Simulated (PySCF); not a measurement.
Work out the structure from these simulated measurements.

Elements present: H, O and Si. Monoisotopic mass: 169.9707 u.

| Item | Value |
| --- | --- |
| XPS | Si2p3/2 107.7 (×3), Si2p3/2 108.3, O1s 538.0 (×3), Si1s 1847.6 (×3), Si1s 1848.6 eV [ΔSCF SCAN, pcX-2 on the ionised atom, pcseg-1 elsewhere, spin-free X2C, 2p3/2 from a spin–orbit splitting computed afterwards within the 2p shell] |
| Polarisability | 110.5 au [B3LYP/def2-SVPD] |
| Dipole | 0.96 D [B3LYP/def2-SVPD] |
| 1H NMR | chemical shifts (computed TMS as zero) by class: 5.04 (9 H), 4.09 (1 H) ppm [GIAO B97-2/pcSseg-1] |
| Valence photoelectron | vertical ionisation energy: 10.21 eV [ΔSCF B3LYP/def2-SVPD] |
| Rotational structure | rotational constants A, B, C: 1.088, 0.975, 0.680 GHz [PBE0-D3(BJ)/def2-SVP] |
| NMR, other nuclei | isotropic shieldings of nuclei other than C and H, by class: 281 (3 O), 398 (3 Si), 433 (1 Si) ppm [GIAO B97-2/pcSseg-1] |
| UV, first state | lowest singlet excitation: 6.96 eV (178 nm, f = 0.000) [TDDFT B3LYP/def2-SVPD] |

Electronic properties: PySCF, gas phase, density fitting. Levels stand in brackets. Geometry: PBE0-D3(BJ)/def2-SVP, one conformer, isolated molecule. NMR classes are plain means over equivalent atoms (diastereotopic ones count apart unless rotation or inversion swaps them), as if these changed places fast.

**Question.** Which formula fits the mass and the elements?

**Answer.** H10O3Si4 (calculated 169.9707). No other formula that holds each of these elements comes within 0.0003 u with a fitting electron parity and a possible valence count.

**Question.** Give a SMILES that accounts for the data.

**Answer.** Numbering: `[SiH3:1][O:2][SiH:3]([O:4][SiH3:5])[O:6][SiH3:7]`. Its formula, H10O3Si4, gives 0 degrees of unsaturation, so no ring and no π bond. Hydrogen classes from least to most shielded: 9 H on 3 oxygen-bound silicons, Si1/Si5/Si7 (5.04 ppm), 1 H on an oxygen-bound silicon, Si3 (4.09 ppm). The other shieldings belong to: 281 ppm, siloxane oxygen [O2/O4/O6]; 398 ppm, oxygen-bound silicon [Si1/Si5/Si7]; 433 ppm, oxygen-bound silicon [Si3]. The core levels belong to: Si2p3/2 107.7 eV, oxygen-bound silicon [Si1/Si5/Si7]; Si2p3/2 108.3 eV, oxygen-bound silicon [Si3]; O1s 538.0 eV, siloxane oxygen [O2/O4/O6]; Si1s 1847.6 eV, oxygen-bound silicon [Si1/Si5/Si7]; Si1s 1848.6 eV, oxygen-bound silicon [Si3]. One atom of each topological class was ionised and stands for its class. The first electron is taken from the HOMO, whose largest Löwdin shares are 0.18 on each of 2 atoms of one kind (siloxane oxygen), 0.17 on a siloxane oxygen and 0.07 on an oxygen-bound silicon. By its constants the optimised geometry is an asymmetric top. Structure: `[SiH3]O[SiH](O[SiH3])O[SiH3]`. The assignments are read from this structure; whether some other isomer fits the data as well wasn't checked.

Conformer computed: `[SiH3:1][O:2][SiH:3]([O:4][SiH3:5])[O:6][SiH3:7]`: Si1–O2–Si3–O4 74°, O2–Si3–O4–Si5 -68°, O2–Si3–O6–Si7 66°.
